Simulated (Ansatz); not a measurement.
Program: Ansatz. Geometries: PBE0-D4/def2-TZVP. ΔE: electronic, gas phase. CBS: MP2 limit from def2 TZ/QZ plus the TZ coupled-cluster correction, frozen cores. This one scheme is used for every species. DFT in def2-TZVPP. B3LYP here is the variant with VWN-RPA as its local correlation; programs differ in this. One conformer a species, not always the lowest.

Consider the silylene formation by 1,1-elimination: `F[Si](Cl)(Cl)[SiH2]Cl` → `Cl[Si]Cl` + `F[SiH2]Cl`.

| level | ΔE (kcal/mol) | difference from CCSD(T)/CBS |
| --- | --- | --- |
| PBE-D4 | 34.5 | 0.8 |
| r2SCAN-D4 | 37.4 | 3.7 |
| PBE0-D4 | 37.5 | 3.8 |
| B3LYP-D4 | 32.1 | -1.6 |
| ωB97X-V | 36.8 | 3.1 |
| ωB97M-V | 30.9 | -2.8 |
| B2PLYP | 30.0 | -3.7 |
| PBE | 31.2 | -2.5 |
| r2SCAN | 36.5 | 2.8 |
| PBE0 | 34.5 | 0.8 |
| B3LYP | 26.8 | -6.9 |
| HF/def2-TZVPP | 29.3 | -4.4 |
| MP2/def2-TZVPP | 34.8 | 1.1 |
| SCS-MP2/def2-TZVPP | 32.4 | -1.3 |
| CCSD/def2-TZVPP | 31.9 | -1.8 |
| CCSD(T)/def2-TZVPP | 32.4 | -1.3 |
| HF/def2-QZVPP | 29.2 | -4.5 |
| MP2/def2-QZVPP | 35.6 | 1.9 |
| SCS-MP2/def2-QZVPP | 33.3 | -0.4 |
| HF/CBS(def2) | 29.2 | -4.5 |
| MP2/CBS(def2) | 36.2 | 2.5 |
| CCSD/CBS(def2) | 33.3 | -0.4 |
| CCSD(T)/CBS | 33.7 | 0 |

Largest T1 diagnostic among the species: 0.013.

The D4 term adds +5.3 kcal/mol with B3LYP and +3.0 kcal/mol with PBE0; it sums over pairs of atoms, weighted by their polarisabilities, and B3LYP, whose exchange is more repulsive, gets the larger term. In def2-TZVPP, CCSD(T) changes the Hartree–Fock value by +3.0 kcal/mol (the triples alone add +0.4 kcal/mol) and MP2 by +5.5 kcal/mol.

CCSD(T)/CBS has its own doubt, a few kJ/mol and more with outer-core shells, so smaller differences from it don't rank the levels.
